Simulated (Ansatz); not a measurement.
WO₄H₂⁻, that is WO2(OH)2 with one electron more. Charge -1, multiplicity 2. Geometry PBE-D4/def2-SVP, that of the neutral singlet; atoms count from 1.

```xyz
7

W     0.2857   -0.1106   -0.1241
O     1.7965    0.7241   -0.0946
O     0.5339   -1.6247   -0.9153
O    -0.9852    0.8933   -1.1189
H    -0.8484    1.7924   -1.4686
O    -0.2803   -0.4045    1.6665
H    -0.5022   -1.2701    2.0551
```

In the def2 sets W takes a core potential; there is no spin–orbit coupling. The highest occupied level of the charge -1 doublet lies above zero (up to 1.53 eV). Energy differences put its binding near zero (0.01 eV; vertical, to the charge 0 singlet, at PBE0-D4/def2-TZVPD), which leaves it undecided.

Problem. Estimate the Mulliken populations from the PBE0/def2-TZVPD orbitals of Ansatz.

Solution. 
| atom | charge (e) | spin (α − β) | d electrons |
| --- | --- | --- | --- |
| W1 | 0.34 | 1.77 | 3.35 |
| O2 | -0.58 | -0.07 | – |
| O3 | -0.58 | -0.07 | – |
| O4 | -0.28 | -0.45 | – |
| H5 | 0.18 | 0.13 | – |
| O6 | -0.28 | -0.45 | – |
| H7 | 0.18 | 0.13 | – |
Mulliken values and Mayer orders depend strongly on the basis. With diffuse functions, as here, like atoms can get unlike values, and bond orders can come out too low or too high.

Problem. Where does the spin sit?

Solution. Summed by element: W 1.77, O -1.04, H 0.27, of 1 unpaired in all. Largest on single atoms: W1 1.77, O6 -0.45, O4 -0.45.

Problem. And the Mayer bond orders between bonded heavy atoms (over 0.3)?

Solution. W1–O2 1.42 (1.73 Å); W1–O3 1.42 (1.73 Å). Values over 0.3 also appear between atoms too far apart for a bond (O4–O6 0.39 at 3.15 Å); they arise where an orbital or an unpaired electron spreads over both atoms.
